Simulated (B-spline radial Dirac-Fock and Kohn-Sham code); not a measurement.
## The Y-like isoelectronic sequence (39 electrons), Z = 48 to 56

Method: Dirac-Fock ΔSCF + Breit + QED. Computed with a radial atomic solver. Binding energies in eV, tabulated ground configurations ([Kr] 4d3 throughout). Correlation energy is missing from these numbers.

```tsv
ion	3s	4s	4p1/2	4p3/2	outermost level	NIST ionisation energy
Cd⁹⁺	961.1	285.5	241.6	234.7	170.8 (4d)	173 ± 2.2
In¹⁰⁺	1041.9	321.7	275.5	267.6	199.6 (4d)	201 ± 2.4
Sn¹¹⁺	1126.3	359.9	311.2	302.2	230.3 (4d)	232 ± 2.5
Sb¹²⁺	1214.3	400.0	348.9	338.7	262.7 (4d)	265 ± 3
Te¹³⁺	1305.8	442.0	388.6	376.9	296.9 (4d)	299 ± 3
I¹⁴⁺	1400.9	486.0	430.1	417.0	333.0 (4d)	335 ± 3
Xe¹⁵⁺	?	?	?	?	?	?
Cs¹⁶⁺	1602.1	579.8	519.0	502.5	410.4 (4d)	413 ± 3
Ba¹⁷⁺	1708.2	629.7	566.3	548.0	451.8 (4d)	455 ± 3
```

Question: Fill in the row of Xe¹⁵⁺.

Answer: 3s 1499.7, 4s 531.9, 4p1/2 473.6, 4p3/2 458.9, outermost 370.8 (4d), NIST 374 ± 3 eV.

NIST's values are for the lowest levels; a dash marks a value that is missing or belongs to another shell. Their kind here: theoretical. Where a p, d or f shell is open in either ion the computed value averages over both j values and all terms, while the table refers to the lowest levels; that difference holds spin-orbit splitting (largest in heavy or highly charged ions), term energies where several electrons share open shells, and correlation, and it can reach 10 % or more.
